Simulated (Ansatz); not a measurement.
A short molecular-dynamics run on C2H6MoOS, SMILES `[CH3][Mo]([CH3])(=[O])=[S]`.

```yaml
crystal:
  periodic: [false, false, false]
  atoms:
    - {symbol: C, position_ang: [-1.702222, 0.453181, 0.281585]}
    - {symbol: Mo, position_ang: [0.118841, 0.211894, -0.711674]}
    - {symbol: C, position_ang: [1.570077, -0.765015, 0.428756]}
    - {symbol: O, position_ang: [-0.159316, -0.700629, -2.078749]}
    - {symbol: S, position_ang: [0.851680, 2.119084, -1.220793]}
    - {symbol: H, position_ang: [-2.068836, -0.547399, 0.539692]}
    - {symbol: H, position_ang: [-1.527668, 1.037828, 1.190387]}
    - {symbol: H, position_ang: [-2.452845, 0.959846, -0.327482]}
    - {symbol: H, position_ang: [2.513515, -0.891605, -0.105106]}
    - {symbol: H, position_ang: [1.171554, -1.753248, 0.687244]}
    - {symbol: H, position_ang: [1.750521, -0.180939, 1.336738]}
basis:
  gaussian: {orbitals: def2-SVP}
hamiltonian: {xc: {name: revPBE}, dispersion: d3bj}
md: {timestep: 0.5 fs, n_steps: 30, ensemble: nve, temperature: 1000, initial_velocities: maxwell_boltzmann, seed: 389}
```

```sh
$ ansatz run in.yaml --threads 4 --pin off --events-out ev --progress --plain --max-ram 11315MiB
```

```tsv
step	time (fs)	potential energy (eV)	kinetic (eV)	T (K)	conserved (eV)
0	0.0	-16905.3012	1.1633	1000	-16904.1378
1	0.5	-16905.2232	1.0863	934	-16904.1369
2	1.0	-16905.0821	0.9486	815	-16904.1334
3	1.5	-16904.9333	0.8045	692	-16904.1288
4	2.0	-16904.8469	0.7207	620	-16904.1262
5	2.5	-16904.8629	0.7354	632	-16904.1275
6	3.0	-16904.9620	0.8304	714	-16904.1316
7	3.5	-16905.0825	0.9471	814	-16904.1354
8	4.0	-16905.1636	1.0265	882	-16904.1371
9	4.5	-16905.1744	1.0378	892	-16904.1367
10	5.0	-16905.1164	0.9813	844	-16904.1351
11	5.5	-16905.0102	0.8771	754	-16904.1332
12	6.0	-16904.8832	0.7517	646	-16904.1315
13	6.5	-16904.7606	0.6304	542	-16904.1302
14	7.0	-16904.6622	0.5328	458	-16904.1294
15	7.5	-16904.6008	0.4718	406	-16904.1290
16	8.0	-16904.5829	0.4540	390	-16904.1289
17	8.5	-16904.6093	0.4800	413	-16904.1293
18	9.0	-16904.6745	0.5445	468	-16904.1300
19	9.5	-16904.7672	0.6360	547	-16904.1312
20	10.0	-16904.8695	0.7369	633	-16904.1326
21	10.5	-16904.9589	0.8246	709	-16904.1343
22	11.0	-16905.0112	0.8755	753	-16904.1357
23	11.5	-16905.0066	0.8701	748	-16904.1365
24	12.0	-16904.9371	0.8011	689	-16904.1361
25	12.5	-16904.8145	0.6804	585	-16904.1341
26	13.0	-16904.6743	0.5435	467	-16904.1308
27	13.5	-16904.5700	0.4423	380	-16904.1277
28	14.0	-16904.5488	0.4217	362	-16904.1271
29	14.5	-16904.6197	0.4900	421	-16904.1297
30	15.0	-16904.7430	0.6093	524	-16904.1336
```

Velocities are drawn at the set temperature; a run this short doesn't reach equilibrium.

Frames (Å, forces in eV/Å):

```xyz
11
time=0.0 fs
C    -1.702    0.453    0.282    0.223   -0.028   -0.126
Mo    0.119    0.212   -0.712   -0.045    0.027    1.217
C     1.570   -0.765    0.429   -0.176    0.121   -0.144
O    -0.159   -0.701   -2.079   -0.240   -0.796   -1.246
S     0.852    2.119   -1.221    0.334    0.867   -0.255
H    -2.069   -0.547    0.540   -0.184   -0.503    0.118
H    -1.528    1.038    1.190    0.097    0.306    0.455
H    -2.453    0.960   -0.327   -0.413    0.269   -0.317
H     2.514   -0.892   -0.105    0.512   -0.076   -0.276
H     1.172   -1.753    0.687   -0.200   -0.497    0.118
H     1.751   -0.181    1.337    0.092    0.309    0.455
11
time=1.0 fs
C    -1.700    0.441    0.280    1.903    1.937   -0.162
Mo    0.117    0.214   -0.710    0.122   -0.118    0.902
C     1.576   -0.770    0.428   -1.351    0.270    0.867
O    -0.165   -0.702   -2.081   -0.213   -0.618   -0.978
S     0.857    2.120   -1.224    0.302    0.781   -0.219
H    -2.034   -0.511    0.460   -1.079   -3.327    0.837
H    -1.547    1.014    1.192    0.145    0.329    0.679
H    -2.438    0.920   -0.301   -1.351    1.065   -1.173
H     2.496   -0.870   -0.094    1.494   -0.220   -0.783
H     1.183   -1.765    0.716   -0.040   -0.160   -0.041
H     1.731   -0.160    1.341    0.069    0.060    0.071
11
time=2.0 fs
C    -1.697    0.431    0.278    2.783    3.320    0.072
Mo    0.115    0.216   -0.708    0.280   -0.272    0.556
C     1.581   -0.775    0.428   -2.026    0.319    1.591
O    -0.171   -0.703   -2.083   -0.181   -0.424   -0.689
S     0.863    2.121   -1.228    0.272    0.691   -0.180
H    -2.008   -0.505    0.388   -1.537   -5.082    1.067
H    -1.565    0.993    1.199    0.136    0.203    0.715
H    -2.437    0.891   -0.285   -1.869    1.526   -1.622
H     2.491   -0.850   -0.090    1.944   -0.272   -0.990
H     1.195   -1.779    0.744    0.132    0.198   -0.217
H     1.712   -0.139    1.346    0.067   -0.207   -0.302
11
time=3.0 fs
C    -1.691    0.424    0.276    1.889    2.409    0.184
Mo    0.113    0.218   -0.706    0.432   -0.442    0.192
C     1.585   -0.780    0.429   -1.831    0.316    1.697
O    -0.177   -0.705   -2.086   -0.143   -0.223   -0.396
S     0.868    2.122   -1.232    0.244    0.606   -0.141
H    -1.997   -0.546    0.326   -1.039   -3.821    0.873
H    -1.581    0.974    1.214    0.092   -0.015    0.584
H    -2.452    0.875   -0.285   -1.537    1.365   -1.356
H     2.505   -0.833   -0.095    1.536   -0.246   -0.717
H     1.207   -1.791    0.770    0.262    0.461   -0.368
H     1.694   -0.119    1.349    0.095   -0.411   -0.554
11
time=4.0 fs
C    -1.684    0.418    0.274    0.001    0.450   -0.155
Mo    0.111    0.220   -0.704    0.571   -0.638   -0.173
C     1.587   -0.785    0.432   -1.015    0.343    1.278
O    -0.182   -0.707   -2.089   -0.098   -0.019   -0.110
S     0.874    2.123   -1.235    0.217    0.525   -0.100
H    -1.996   -0.623    0.272   -0.174   -1.018    0.768
H    -1.597    0.954    1.234    0.037   -0.258    0.328
H    -2.482    0.873   -0.297   -0.563    0.761   -0.599
H     2.534   -0.819   -0.107    0.553   -0.206   -0.133
H     1.222   -1.798    0.793    0.324    0.570   -0.463
H     1.677   -0.104    1.346    0.146   -0.509   -0.641
11
time=5.0 fs
C    -1.677    0.412    0.273   -1.673   -0.852   -0.604
Mo    0.109    0.222   -0.702    0.696   -0.857   -0.530
C     1.588   -0.789    0.435   -0.106    0.440    0.628
O    -0.188   -0.709   -2.093   -0.045    0.181    0.165
S     0.880    2.125   -1.239    0.187    0.447   -0.057
H    -1.996   -0.709    0.226    0.418    1.177    0.823
H    -1.613    0.932    1.257   -0.010   -0.479   -0.002
H    -2.517    0.877   -0.315    0.473    0.108    0.180
H     2.568   -0.806   -0.120   -0.459   -0.190    0.449
H     1.240   -1.800    0.811    0.311    0.510   -0.490
H     1.661   -0.093    1.337    0.209   -0.487   -0.561
11
time=6.0 fs
C    -1.671    0.406    0.270   -2.736   -1.368   -0.843
Mo    0.108    0.224   -0.700    0.811   -1.073   -0.872
C     1.589   -0.793    0.439    0.576    0.593   -0.054
O    -0.194   -0.711   -2.096    0.012    0.373    0.424
S     0.885    2.126   -1.243    0.150    0.366   -0.014
H    -1.993   -0.786    0.187    0.679    2.359    0.901
H    -1.628    0.906    1.280   -0.032   -0.637   -0.330
H    -2.548    0.883   -0.332    1.212   -0.366    0.722
H     2.597   -0.795   -0.129   -1.176   -0.195    0.846
H     1.261   -1.797    0.824    0.232    0.297   -0.445
H     1.647   -0.087    1.322    0.270   -0.349   -0.336
11
time=7.0 fs
C    -1.668    0.399    0.267   -3.260   -1.507   -0.855
Mo    0.106    0.225   -0.698    0.925   -1.262   -1.186
C     1.590   -0.797    0.443    0.954    0.764   -0.674
O    -0.200   -0.712   -2.099    0.070    0.550    0.661
S     0.891    2.128   -1.247    0.108    0.278    0.030
H    -1.983   -0.840    0.158    0.740    2.860    0.942
H    -1.644    0.874    1.300   -0.023   -0.707   -0.583
H    -2.568    0.886   -0.341    1.589   -0.628    0.995
H     2.615   -0.786   -0.130   -1.527   -0.204    1.019
H     1.284   -1.792    0.834    0.107   -0.021   -0.341
H     1.636   -0.084    1.305    0.317   -0.122   -0.009
11
time=8.0 fs
C    -1.667    0.391    0.264   -3.378   -1.567   -0.727
Mo    0.105    0.227   -0.696    1.038   -1.401   -1.462
C     1.593   -0.799    0.446    1.019    0.910   -1.137
O    -0.206   -0.713   -2.101    0.124    0.705    0.873
S     0.897    2.130   -1.251    0.060    0.179    0.074
H    -1.967   -0.867    0.137    0.695    2.986    0.940
H    -1.660    0.835    1.314    0.012   -0.681   -0.712
H    -2.572    0.882   -0.341    1.643   -0.704    1.037
H     2.619   -0.779   -0.121   -1.520   -0.204    0.979
H     1.308   -1.787    0.840   -0.032   -0.356   -0.208
H     1.627   -0.082    1.288    0.339    0.133    0.344
11
time=9.0 fs
C    -1.668    0.381    0.260   -3.127   -1.657   -0.503
Mo    0.103    0.228   -0.694    1.153   -1.480   -1.690
C     1.596   -0.802    0.449    0.732    0.991   -1.298
O    -0.212   -0.714   -2.103    0.172    0.835    1.055
S     0.903    2.132   -1.254    0.007    0.071    0.115
H    -1.943   -0.865    0.125    0.580    2.854    0.895
H    -1.676    0.789    1.322    0.066   -0.565   -0.693
H    -2.561    0.872   -0.332    1.387   -0.600    0.866
H     2.609   -0.774   -0.103   -1.149   -0.188    0.729
H     1.332   -1.785    0.844   -0.152   -0.585   -0.095
H     1.622   -0.079    1.273    0.330    0.323    0.618
11
time=10.0 fs
C    -1.673    0.370    0.255   -2.433   -1.678   -0.144
Mo    0.102    0.230   -0.693    1.272   -1.494   -1.865
C     1.599   -0.803    0.451    0.039    0.988   -1.020
O    -0.218   -0.715   -2.104    0.211    0.936    1.206
S     0.909    2.133   -1.258   -0.050   -0.044    0.155
H    -1.914   -0.836    0.122    0.374    2.344    0.784
H    -1.691    0.738    1.323    0.131   -0.373   -0.523
H    -2.537    0.856   -0.314    0.775   -0.284    0.458
H     2.588   -0.771   -0.079   -0.385   -0.149    0.266
H     1.355   -1.788    0.847   -0.226   -0.610   -0.043
H     1.620   -0.073    1.265    0.293    0.364    0.724
11
time=11.0 fs
C    -1.679    0.358    0.250   -1.233   -1.323    0.420
Mo    0.101    0.231   -0.691    1.397   -1.449   -1.986
C     1.603   -0.803    0.451   -1.003    0.911   -0.324
O    -0.224   -0.714   -2.105    0.241    1.007    1.322
S     0.915    2.135   -1.262   -0.111   -0.164    0.192
H    -1.882   -0.786    0.126    0.039    1.154    0.569
H    -1.705    0.684    1.319    0.194   -0.127   -0.225
H    -2.505    0.838   -0.292   -0.205    0.266   -0.187
H     2.563   -0.769   -0.052    0.698   -0.087   -0.356
H     1.375   -1.797    0.850   -0.254   -0.417   -0.064
H     1.621   -0.064    1.263    0.237    0.229    0.639
11
time=12.0 fs
C    -1.686    0.345    0.246    0.277   -0.084    1.137
Mo    0.100    0.232   -0.690    1.518   -1.360   -2.055
C     1.606   -0.803    0.452   -2.021    0.804    0.502
O    -0.229   -0.714   -2.105    0.262    1.048    1.400
S     0.921    2.137   -1.265   -0.173   -0.279    0.227
H    -1.849   -0.725    0.136   -0.433   -1.071    0.209
H    -1.717    0.628    1.313    0.245    0.144    0.141
H    -2.476    0.822   -0.272   -1.331    0.934   -0.921
H     2.545   -0.768   -0.028    1.733   -0.018   -0.927
H     1.393   -1.810    0.852   -0.253   -0.092   -0.134
H     1.624   -0.052    1.268    0.177   -0.025    0.420
11
time=13.0 fs
C    -1.693    0.332    0.242    1.427    2.138    1.676
Mo    0.099    0.233   -0.689    1.618   -1.253   -2.072
C     1.607   -0.802    0.453   -2.381    0.721    1.011
O    -0.235   -0.712   -2.104    0.278    1.059    1.434
S     0.926    2.139   -1.269   -0.234   -0.383    0.258
H    -1.821   -0.674    0.147   -0.914   -4.012   -0.240
H    -1.727    0.574    1.308    0.271    0.401    0.484
H    -2.459    0.816   -0.261   -2.043    1.361   -1.368
H     2.544   -0.767   -0.013    2.104    0.028   -1.134
H     1.409   -1.824    0.852   -0.247    0.244   -0.212
H     1.629   -0.041    1.276    0.122   -0.304    0.163
11
time=14.0 fs
C    -1.699    0.320    0.240    1.473    3.675    1.598
Mo    0.098    0.234   -0.689    1.676   -1.149   -2.039
C     1.607   -0.801    0.454   -1.780    0.690    0.978
O    -0.240   -0.710   -2.102    0.293    1.043    1.416
S     0.932    2.141   -1.272   -0.289   -0.468    0.287
H    -1.801   -0.662    0.156   -1.123   -5.583   -0.550
H    -1.734    0.524    1.308    0.267    0.601    0.696
H    -2.462    0.821   -0.262   -1.864    1.185   -1.210
H     2.562   -0.766   -0.008    1.518    0.036   -0.861
H     1.422   -1.836    0.851   -0.247    0.495   -0.263
H     1.635   -0.033    1.286    0.077   -0.526   -0.052
11
time=15.0 fs
C    -1.703    0.311    0.239    0.539    2.717    0.977
Mo    0.097    0.234   -0.688    1.678   -1.057   -1.957
C     1.605   -0.799    0.457   -0.623    0.703    0.574
O    -0.245   -0.707   -2.099    0.309    1.001    1.343
S     0.938    2.142   -1.276   -0.335   -0.532    0.311
H    -1.792   -0.700    0.160   -0.979   -4.028   -0.566
H    -1.738    0.479    1.315    0.235    0.715    0.682
H    -2.481    0.838   -0.274   -0.995    0.496   -0.576
H     2.594   -0.765   -0.012    0.384    0.023   -0.336
H     1.432   -1.843    0.847   -0.258    0.611   -0.274
H     1.642   -0.029    1.296    0.044   -0.648   -0.180
```

It took 50 s on 4 threads of an Arm Neoverse V1 on a shared host, with 0.18 GiB of host memory at the peak.
